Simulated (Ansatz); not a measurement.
Gas-phase electronic energies from Ansatz, PBE0-D4/def2-TZVP geometries. CBS: MP2 limit from def2 TZ/QZ plus the TZ coupled-cluster correction, frozen cores. This one scheme is used for every species. DFT in def2-TZVPP. For Ga outer-core shells are correlated without core-valence functions, which leaves a few kJ/mol of doubt a bond. Scalar relativity is left out up to krypton.

Reaction (silylene loss): `[SiH3][O][GaH2]` → `[OH][GaH2]` + `[SiH2]`

```
          species  revPBE-D4 energy (Eh)
`[SiH3][O][GaH2]`            -2292.45032
     `[OH][GaH2]`            -2001.76960
         `[SiH2]`             -290.55931
```

(1) Work out ΔE.

Largest T1 diagnostic among the species: 0.015.

## Answers

(1) ΔE = (-2001.76960) + (-290.55931) − (-2292.45032) = 0.12141 Eh = +76.2 kcal/mol. CCSD(T)/CBS gives +80.3 kcal/mol.

The D4 term adds +2.7 kcal/mol with B3LYP and +1.5 kcal/mol with PBE0; it sums over pairs of atoms, weighted by their polarisabilities, and B3LYP, whose exchange is more repulsive, gets the larger term. From PBE to PBE0 (25 % exact exchange), in def2-TZVPP and without D4, ΔE moves by +3.8 kcal/mol. Leaving LDA and LC-ωPBE aside and taking each functional with its dispersion term where it has one, the values, not all of them listed here, spread over 9.6 kcal/mol, from BLYP-D4 to r2SCAN0-D4. LDA lies +7.8 kcal/mol from PBE without D4.

B3LYP here is the variant with VWN-RPA as its local correlation; programs differ in this.
